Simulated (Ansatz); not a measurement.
The cluster Li₁₈⁻, relaxed as a doublet with UKS PBE0/def2-SVPD in Ansatz, starting from the PBE0/def2-SVP geometry of the neutral singlet. Force threshold 0.02 eV/Å.

The relaxation made no stability test and no search for a lower SCF solution. The structure comes from a short search, and lower isomers may exist.

Start:

```xyz
18

Li   -0.2963    1.5167    0.0722
Li    2.2866   -0.9633   -3.2607
Li    0.1978   -1.0044    1.1600
Li   -2.0649    3.3920   -0.6543
Li    1.5712   -2.8698   -0.5674
Li    2.4539    0.3323   -0.3416
Li    2.2668   -1.8346    2.6407
Li    1.1764    3.7418    0.2191
Li   -0.6313   -0.4897    3.6779
Li   -2.2797    0.4947   -2.0497
Li   -0.7521   -3.2741    2.2191
Li    0.1528   -0.6748   -1.6233
Li   -1.2531    2.6965    2.3021
Li    0.6197    1.8991   -2.6484
Li   -1.6915   -2.4987   -0.7750
Li   -2.4386    0.0048    1.1180
Li   -0.8471   -1.7883   -3.8553
Li    1.5294    1.3196    2.3667
```

Question: Estimate the energy that the relaxation releases and the steps that it takes.

Answer: 0.07 eV, in 6 steps; 65 s on 4 threads of Intel Xeon 6975P-C on a shared host. The force fell under the threshold at step 3, but the optimiser went on and released 0.004 eV more. No frequencies were taken in this run, so the end may be a saddle point.

Question: Does the start keep its bonding?

Answer: By distances, no bond broke or formed. The bond that changes most is Li10–Li15, from 3.31 to 3.12 Å (atoms count from 1).

Question: Predict the relaxed structure.

Answer: 
| atom | x (Å) | y (Å) | z (Å) |
| --- | --- | --- | --- |
| Li1 | -0.347 | 1.467 | 0.084 |
| Li2 | 2.496 | -0.878 | -3.170 |
| Li3 | 0.134 | -0.983 | 1.140 |
| Li4 | -2.116 | 3.338 | -0.658 |
| Li5 | 1.504 | -2.879 | -0.616 |
| Li6 | 2.534 | 0.363 | -0.309 |
| Li7 | 2.322 | -1.792 | 2.491 |
| Li8 | 1.258 | 3.632 | 0.149 |
| Li9 | -0.601 | -0.451 | 3.654 |
| Li10 | -2.375 | 0.421 | -1.948 |
| Li11 | -0.825 | -3.255 | 2.185 |
| Li12 | 0.214 | -0.656 | -1.612 |
| Li13 | -1.214 | 2.668 | 2.309 |
| Li14 | 0.568 | 1.864 | -2.667 |
| Li15 | -1.821 | -2.403 | -0.737 |
| Li16 | -2.624 | -0.023 | 1.150 |
| Li17 | -0.726 | -1.768 | -3.805 |
| Li18 | 1.618 | 1.336 | 2.359 |
Bond lengths (bridged metal pairs left out): 25 × Li–Li 2.63 to 3.06 Å.
